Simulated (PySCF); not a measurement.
Compound: C4H10FNSi2.
Atom-mapped SMILES: `[CH2:1]=[CH:2][Si@@H:3]1[CH2:4][CH2:5][Si@H:6]([F:7])[NH:8]1` (hydrogens: H9, H10 on C1; H11 on C2; H12 on Si3; H13, H14 on C4; H15, H16 on C5; H17 on Si6; H18 on N8)

Computed with PySCF at PBE0/def2-SVPD, non-relativistic, on one gas-phase PBE0-D3(BJ)/def2-SVP geometry that isn't relaxed in the solvent. The solvent is an IEF-PCM continuum (Bondi radii, 1.10 Å for H, scaled by 1.2), and excitations are vertical TDDFT with non-equilibrium linear response and a frozen core. The model holds no explicit solvent molecules, cavitation or dispersion.

Gas-phase singlets (H = HOMO, L = LUMO):

| state | E (eV) | λ (nm) | f | leading configurations |
| --- | --- | --- | --- | --- |
| S1 | 5.880 | 211 | 0.003 | H→L 88% |
| S2 | 6.627 | 187 | 0.194 | H-1→L 75%, H-2→L 10% |
| S3 | 6.799 | 182 | 0.028 | H→L+1 83% |
| S4 | 6.958 | 178 | 0.001 | H-3→L 65%, H-4→L 12%, H-2→L 9% |
| S5 | 7.073 | 175 | 0.007 | H-1→L+1 82% |

Give the list for cyclohexane (ε = 2.017), n² = 2.04.

```csv
state,E (eV),λ (nm),f,leading configurations,change by rank (eV)
S1,5.858,212,0.005,H→L 88%,-0.022
S2,6.540,190,0.292,H-1→L 82%,-0.087
S3,6.812,182,0.028,H→L+1 83%,+0.013
S4,6.934,179,0.001,"H-3→L 63%, H-4→L 12%, H-2→L 9%",-0.024
S5,7.088,175,0.007,H-1→L+1 82%,+0.015
```

How do the frontier levels move from gas to cyclohexane?

```csv
orbital,gas (eV),solvent (eV),change (eV),"Löwdin shares, gas","Löwdin shares, solvent"
LUMO+2,0.71,0.78,+0.07,"Si6 16 %, Si3 10 %, C4 10 %, C5 8 %","Si6 18 %, Si3 10 %, C4 9 %, H17 8 %"
LUMO+1,0.42,0.52,+0.10,"Si3 20 %, Si6 15 %, H18 14 %, N8 7 %","Si3 20 %, Si6 16 %, H18 12 %, C1 8 %"
LUMO,-0.51,-0.44,+0.07,"C1 35 %, C2 30 %, Si3 10 %, H10 5 %","C1 35 %, C2 30 %, Si3 10 %, H10 5 %"
HOMO,-7.64,-7.56,+0.08,"N8 37 %, C2 11 %, Si3 10 %, C4 8 %","N8 36 %, C2 11 %, Si3 10 %, C4 9 %"
HOMO-1,-7.79,-7.73,+0.06,"C1 28 %, C2 27 %, Si3 9 %, N8 9 %","C1 27 %, C2 27 %, Si3 10 %, N8 9 %"
HOMO-2,-8.62,-8.55,+0.07,"C5 21 %, Si6 13 %, C2 9 %, C4 9 %","C5 21 %, Si6 13 %, C2 10 %, C4 9 %"
HOMO-3,-8.90,-8.82,+0.08,"C2 15 %, C4 15 %, Si3 13 %, C1 12 %","C2 15 %, C4 15 %, Si3 13 %, C1 12 %"
```

The HOMO–LUMO gap goes from 7.13 to 7.11 eV.

The run took 41 s on one thread of an INTEL XEON PLATINUM 8581C at 2.30 GHz, no GPU, shared host with 96 logical CPUs at a one-minute load of 14, and the process peaked at 1.1 GiB of memory. This is the whole response run at PBE0/def2-SVPD in cyclohexane, SCF included.
